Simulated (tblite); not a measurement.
triphenylphosphine (C18H15P), SMILES c1ccc(P(c2ccccc2)c2ccccc2)cc1 at step 0 of a GFN2-xTB optimisation (tblite, gas phase), coordinates in Å:

```
  1 C    -0.3876    4.2816   -0.1081
  2 C     0.1700    3.9247    1.1052
  3 C     0.1933    2.5787    1.5065
  4 C    -0.3600    1.5799    0.6817
  5 P    -0.2929   -0.1448    1.2936
  6 C     1.3742   -0.7111    0.8248
  7 C     2.2357   -0.0155   -0.0422
  8 C     3.5094   -0.5130   -0.3447
  9 C     3.9440   -1.7176    0.2089
 10 C     3.1047   -2.4192    1.0747
 11 C     1.8364   -1.9206    1.3780
 12 C    -1.4001   -1.0545    0.1612
 13 C    -0.9652   -1.7763   -0.9531
 14 C    -1.8698   -2.4523   -1.7812
 15 C    -3.2360   -2.4103   -1.4926
 16 C    -3.6896   -1.7043   -0.3798
 17 C    -2.7772   -1.0295    0.4344
 18 C    -0.9276    1.9592   -0.5363
 19 C    -0.9428    3.3064   -0.9270
 20 H    -0.4034    5.3263   -0.4115
 21 H     0.6012    4.6851    1.7614
 22 H     0.6375    2.3279    2.4635
 23 H     1.9376    0.9252   -0.4917
 24 H     4.1498    0.0336   -1.0224
 25 H     4.9292   -2.0982   -0.0291
 26 H     3.4354   -3.3564    1.5134
 27 H     1.2071   -2.4886    2.0573
 28 H     0.0912   -1.8275   -1.2191
 29 H    -1.5114   -3.0059   -2.6434
 30 H    -3.9380   -2.9403   -2.1275
 31 H    -4.7460   -1.6724   -0.1579
 32 H    -3.1626   -0.4809    1.2924
 33 H    -1.3636    1.2309   -1.2122
 34 H    -1.3842    3.5805   -1.8785
```

Task: What are the forces on the atoms (eV/Å)?

Result: 
```
  1 C    -0.17    0.03   -0.18
  2 C     0.21   -0.72    0.52
  3 C    -0.26    0.47   -0.53
  4 C     0.34    0.55   -0.23
  5 P    -0.26   -0.02    0.93
  6 C     0.87   -0.30   -0.64
  7 C     0.32   -0.35    0.13
  8 C    -0.56   -0.27    0.41
  9 C    -0.41    0.22    0.09
 10 C    -0.26    0.40   -0.15
 11 C     0.27    0.13   -0.20
 12 C    -0.42   -0.11   -0.67
 13 C    -0.13   -0.30   -0.44
 14 C    -0.20    0.35    0.60
 15 C     0.37    0.04    0.12
 16 C     0.71    0.11   -0.08
 17 C    -0.18   -0.18   -0.18
 18 C     0.01    0.67   -0.16
 19 C     0.10   -0.54    0.31
 20 H     0.00   -0.25    0.04
 21 H    -0.16   -0.29   -0.25
 22 H    -0.08   -0.12   -0.15
 23 H    -0.12   -0.10    0.11
 24 H    -0.03    0.00    0.05
 25 H    -0.11    0.02    0.03
 26 H    -0.08    0.20   -0.08
 27 H    -0.02    0.19   -0.12
 28 H    -0.21    0.11    0.24
 29 H    -0.04    0.13    0.18
 30 H     0.09    0.10    0.09
 31 H     0.04    0.02    0.04
 32 H     0.25   -0.07   -0.14
 33 H     0.07   -0.04    0.21
 34 H     0.06   -0.05    0.13
```
